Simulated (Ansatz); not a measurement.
`N#C[CH2][GeH2][F]` → `CC#N` + `[F][GeH]` at 700 K and 1 bar (germylene formation by 1,1-elimination).

Computed with Ansatz on PBE0-D4/def2-TZVP structures; ΔE is electronic, products minus reactants. CBS: MP2 limit from def2 TZ/QZ plus the TZ coupled-cluster correction, frozen cores. This one scheme is used for every species. For Ge outer-core shells are correlated without core-valence functions, which leaves a few kJ/mol of doubt a bond. Scalar relativity is left out up to krypton. One conformer a species, not always the lowest.

```
            species  CCSD(T)/CBS energy (Eh)  H − E (kJ/mol)  S (J/(mol·K))
`N#C[CH2][GeH2][F]`              -2309.13510           213.5          450.9
             `CC#N`               -132.59492           158.4          298.4
         `[F][GeH]`              -2176.50038            48.7          290.8
```

H − E and S are ideal-gas, rigid-rotor, harmonic terms from PBE0-D4/def2-TZVP, for one conformer and one mirror image of each species. 1 Eh = 2625.50 kJ/mol, R = 8.31446 J/(mol·K).

**Question.** By hand: ΔE, ΔH, ΔS and ΔG.

**Answer.** ΔE = (-132.59492) + (-2176.50038) − (-2309.13510) = 0.03980 Eh = 104.5 kJ/mol. Δ(H − E) = 158.4 + 48.7 − 213.5 = -6.4, so ΔH = 98.1 kJ/mol. ΔS = 298.4 + 290.8 − 450.9 = 138.3 J/(mol·K). ΔG = 98.1 − 700 × (138.3)/1000 = 1.3 kJ/mol.

**Question.** By hand: the equilibrium constant, and the temperature at which ΔG would vanish if ΔH and ΔS stayed fixed.

**Answer.** log₁₀ K = −ΔG/(RT ln 10) = -0.1. ΔG = 0 at ΔH/ΔS = 709 K.

The number of gas molecules changes by +1, which sets the sign of ΔS. The sign of ΔG lies within the doubt. A doubt of 5 kJ/mol in ΔE shifts log₁₀ K by 0.4 here. Other conformers and mirror images would add mixing entropy, several J/(mol·K) or more a flexible species. Modes under 60 cm⁻¹, often nearly free rotors, make the harmonic entropy too high. These are equilibria of isolated gas molecules and say nothing of rates. Largest T1 diagnostic: 0.014 (customary marks: 0.02 for closed shells, 0.045 for open ones).
